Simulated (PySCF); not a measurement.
SMILES CCC[SiH2]C=C (C₅H₁₂Si) (GFN2-xTB optimised geometry):

```
18

C      2.691    -0.345     0.014
C      1.914    -1.416     0.000
Si     0.030    -1.416     0.000
C     -0.642     0.362     0.000
C     -2.166     0.421    -0.016
C     -2.682     1.856    -0.023
H      3.770    -0.406     0.014
H      2.283     0.653     0.026
H      2.390    -2.390    -0.011
H     -0.444    -2.129     1.196
H     -0.443    -2.128    -1.197
H     -0.261     0.905    -0.869
H     -0.280     0.897     0.881
H     -2.558    -0.099     0.861
H     -2.541    -0.101    -0.898
H     -2.335     2.390     0.860
H     -2.325     2.385    -0.904
H     -3.770     1.874    -0.028
```

Method: B3LYP/def2-SVP (PySCF 2.14.0).

What are the frontier orbital energies and the dipole moment?

HOMO-2 -8.60 eV, HOMO-1 -7.93 eV, HOMO -7.52 eV, LUMO -0.21 eV, LUMO+1 1.17 eV; dipole moment 0.59 D.

Meta-Löwdin charges at B3LYP/def2-SVP: C1 -0.19, C2 -0.32, Si3 0.64, C4 -0.40, C5 -0.14, C6 -0.28, H7 0.10, H8 0.09, H9 0.10, H10 -0.12, H11 -0.12, H12 0.09, H13 0.09, H14 0.08, H15 0.08, H16 0.09, H17 0.09, H18 0.09.
